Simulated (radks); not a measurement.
The mean radii <r> (bohr) of the occupied orbitals of an atom or ion are listed with their occupations. All-electron calculation, non-relativistic Kohn-Sham, LB94 model potential, spin-polarised, spherical densities, point nucleus. Program: a radial shooting solver on a logarithmic mesh with Libxc functionals.

orbital  occ.      <r>
1s up       1  0.01939
1s down     1  0.01939
2s up       1  0.08152
2s down     1  0.08153
2p up       3  0.06886
2p down     3  0.06886
3s down     1   0.2023
3s up       1   0.2021
3p down     3   0.1923
3p up       3   0.1921
3d down     5   0.1673
3d up       5   0.1672
4s up       1   0.3882

Name the element and its charge. Open shells, if any, are filled with parallel spins first.

Answer. Z = 78, platinum, charge +49: Pt49+ in [Ar] 3d10 4s1. The 1s radius gives Z: for a bare nucleus <r> = 1.5/Z, 0.01923 bohr for Z = 78, and screening makes it slightly larger (0.01939 here). The occupations add up to 29, and the charge is Z minus that.
